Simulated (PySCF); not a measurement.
Gas-phase reaction: Ga(CH3)3.NH3 → GaH + C3H4 (propyne) + 2 H2 + NH3

Computed with PySCF (xtb for GFN2) and rigid-rotor harmonic-oscillator thermochemistry at 1 bar. † marks an energy on the PBE0/def2-TZVP geometry and frequencies; other levels use their own. MP2 and CCSD(T) freeze the core. 6-31G* has spherical d functions here. All species are closed-shell singlets. B3LYP is the form with VWN-RPA correlation. Ga: all electrons, no relativistic terms. Adducts (Ga(CH3)3.NH3) have no counterpoise correction, and HF, PBE, BLYP, B3LYP and PBE0 lack dispersion. GaH: computed as isolated molecules; such fragments, hydroxides, amides, oligomers or adducts are transient or little studied in the gas. MP2 isn't extrapolated to the basis-set limit; its ΔH°(298 K) is 525.8 kJ in def2-SVP and 530.0 kJ in def2-TZVPP. CCSD(T) isn't extrapolated to the basis-set limit. The harmonic model lacks anharmonicity and excited electronic states, which grow with temperature; levels with a mode under 35 cm⁻¹ are left out. Soft modes under 120 cm⁻¹ make the harmonic entropy rough for Ga(CH3)3.NH3.

```tsv
level	ΔE electronic, kJ	ΔH°(298 K), kJ	ΔS°(298 K), J/K	ΔG°(2500 K), kJ
B3LYP/6-31G*	520	453	473	-687
CCSD(T)/def2-SVP†	562	498	475	-643
GFN2-xTB	406	340	465	-769
HF/6-31G*	521	452	477	-699
MP2/def2-SVP†	590	526	475	-614
PBE/def2-SVP	575	511	476	-627
PBE/def2-TZVP†	539	474	475	-666
ωB97X-V/def2-TZVP†	584	519	475	-621
```
ΔH° is lowest at GFN2-xTB and highest at MP2/def2-SVP†. No reference value is set beside these.
